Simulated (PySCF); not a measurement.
A GIAO shielding run with PySCF 2.14 (density fitting, non-relativistic, gas phase) on SMILES CN1CC[Si@@]1(N)CCN, C₅H₁₅N₃Si:

```
$ OMP_NUM_THREADS=1 python probes_run.py task.json out

{"job": {"kind": "nmr", "xc": "PBE0", "basis": "pcSseg-1"}, "charge": 0, "multiplicity": 1}
C     -2.509751    -0.337887     1.422495
N     -1.743780    -0.073825     0.243895
C     -2.386789     0.080044    -1.044926
C     -1.115991     0.201526    -1.890167
Si    -0.115299    -0.207024    -0.303550
N      0.651129    -1.733716    -0.113821
C      1.104039     1.072500     0.396606
C      2.508152     0.937585    -0.177349
N      3.127474    -0.311713     0.250796
H     -3.217368     0.477357     1.614703
H     -3.083595    -1.269762     1.328824
H     -1.837225    -0.428767     2.271947
H     -2.990106    -0.798850    -1.306243
H     -3.035530     0.962368    -1.075626
H     -0.993435     1.190531    -2.320272
H     -1.067799    -0.525426    -2.694532
H      0.299120    -2.567064    -0.555736
H      1.661458    -1.721355    -0.050970
H      0.747892     2.082303     0.199945
H      1.159432     0.964225     1.479423
H      3.111165     1.815113     0.116473
H      2.460483     0.919657    -1.269345
H      4.072597    -0.377176    -0.112440
H      3.181992    -0.330880     1.264357
```

Hardware: 1 thread of an Arm Neoverse N1, shared host. The job also computes population analyses, field gradients, ring-centre shieldings.

(1) How large is the calculation?

(2) How long does it take, and how much memory does it need?

Answers

(1) 80 electrons, 235 basis functions and 1226 auxiliary functions.

(2) 88 s of wall time, with 13 SCF cycles and 4 response iterations; peak memory 0.99 GiB. Times on a shared host scatter by some tens of per cent.
